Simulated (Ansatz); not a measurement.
C2H7FO2Si (`CO[SiH](F)OC`). Charge 0, multiplicity 1. All single points use the PBE0-D4/def2-TZVP geometry. It is one conformer, not always the lowest.

```xyz
13

C     2.070   -0.455    0.835
O     0.981    0.162    0.183
Si   -0.054   -0.564   -0.836
F    -0.538   -1.922   -0.149
O    -1.295    0.427   -1.113
C    -2.045    1.131   -0.143
H     2.841   -0.757    0.119
H     1.749   -1.335    1.400
H     2.505    0.268    1.527
H     0.540   -0.922   -2.133
H    -2.681    0.448    0.427
H    -2.680    1.848   -0.664
H    -1.391    1.670    0.547
```

(1) What is the dipole moment at B3LYP/def2-TZVPP? (Best estimate.)

(2) And with PBE, r2SCAN, ωB97M-V? (Estimate.)

(3) Give the Mulliken charges with B3LYP, ωB97M-V, r2SCAN in def2-TZVPP. (Best estimate.)

## Answers

(1) Ansatz gave: 1.47 D, with components (0.77, 0.70, 1.04) D in this frame, pointing from negative to positive charge.

(2) Computed: PBE 1.42 D, r2SCAN 1.46 D, ωB97M-V 1.49 D.

(3) Computed: 
```csv
atom,B3LYP,ωB97M-V,r2SCAN
C1,-0.13,-0.18,0.00
O2,-0.37,-0.36,-0.38
Si3,0.78,0.72,0.78
F4,-0.33,-0.32,-0.32
O5,-0.37,-0.36,-0.38
C6,-0.13,-0.18,0.00
H7,0.10,0.12,0.06
H8,0.11,0.12,0.07
H9,0.11,0.12,0.06
H10,-0.10,-0.05,-0.10
H11,0.11,0.12,0.07
H12,0.11,0.13,0.07
H13,0.11,0.12,0.07
```

B3LYP here is the variant with VWN-RPA as its local correlation; programs differ in this.
